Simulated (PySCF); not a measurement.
Be(I)(NH2) (BeH2IN), SMILES [I][Be][NH2].

Geometry optimised at B3LYP-D3(BJ)/def2-TZVP. The def2 effective core potentials stand for the cores of I; spin–orbit coupling is left out. One conformer was computed; it need not be the lowest.

Computed with TDA-B3LYP/def2-SVPD (PySCF 2.14.0).

Vertical excitations. Gas-phase values at a fixed geometry. State labels are in the subgroup C2v.

Computed excitation energies, oscillator strengths and character:
| state | symmetry | energy (eV) | λ (nm) | f | main pairs |
|---|---|---|---|---|---|
| S1 | A2 | 5.49 | 226 | 0.000 | HOMO→LUMO+1 96 % |
| S2 | B1 | 5.59 | 222 | 0.001 | HOMO→LUMO 97 % |
| S3 | B2 | 6.04 | 205 | 0.060 | HOMO−1→LUMO 97 % |
| S4 | A2 | 6.12 | 203 | 0.000 | HOMO−2→LUMO+1 96 % |
| S5 | A1 | 6.17 | 201 | 0.019 | HOMO−1→LUMO+1 76 %, HOMO→LUMO+3 17 % |
| S6 | B1 | 6.32 | 196 | 0.149 | HOMO−2→LUMO 89 % |
| S7 | B1 | 6.69 | 185 | 0.019 | HOMO→LUMO+2 88 % |
| S8 | A2 | 6.71 | 185 | 0.000 | HOMO−1→LUMO+3 98 % |
| S9 | A1 | 7.06 | 176 | 0.228 | HOMO→LUMO+3 62 %, HOMO−3→LUMO 16 %, HOMO−1→LUMO+1 13 % |
| S10 | B2 | 7.06 | 176 | 0.046 | HOMO−1→LUMO+2 97 % |
| T1 | B1 | 5.33 | 232 | 0 | HOMO→LUMO 91 % |
| T2 | A2 | 5.40 | 230 | 0 | HOMO→LUMO+1 96 % |
| T3 | A1 | 5.57 | 223 | 0 | HOMO−1→LUMO+1 97 % |
| T4 | B2 | 5.78 | 215 | 0 | HOMO−1→LUMO 91 % |
Triplets are in the Tamm–Dancoff approximation.
